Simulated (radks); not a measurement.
Values are calculated unless marked as measured or tabulated.
Task: The mean radii <r> (bohr) of the occupied orbitals of an atom or ion are listed with their occupations. Level of theory: Dirac Kohn-Sham, PBE, spin-unpolarised, spherical densities, point nucleus (a radial shooting solver on a logarithmic mesh with Libxc functionals).

orbital      occ.      <r>
1s1/2           2  0.02363
2s1/2           2   0.1005
2p1/2           2  0.08422
2p3/2           4  0.09064
3s1/2           2   0.2659
3p1/2           2   0.2557
3p3/2           4   0.2681
3d3/2           4   0.2395
3d5/2           6   0.2434
4s1/2           2   0.6046
4p1/2           2   0.6200
4p3/2           4   0.6474
4d3/2           4   0.6912
4d5/2           6   0.7006
5s1/2           2    1.378
5p1/2     1.66667    1.499
5p3/2     3.33333    1.561
4f5/2    0.857143   0.8780
4f7/2     1.14286   0.8843

Name the element and its charge. Open shells, if any, are shared by 2j + 1.

Result: Z = 60, neodymium, charge +5: Nd5+ in [Kr] 4d10 4f2 5s2 5p5. The 1s radius gives Z: for a bare nucleus <r> = (2 gamma + 1)/(2Z) with gamma = sqrt(1 - (Z/c)^2), 0.02332 bohr for Z = 60, and screening makes it slightly larger (0.02363 here). The occupations add up to 55, and the charge is Z minus that.
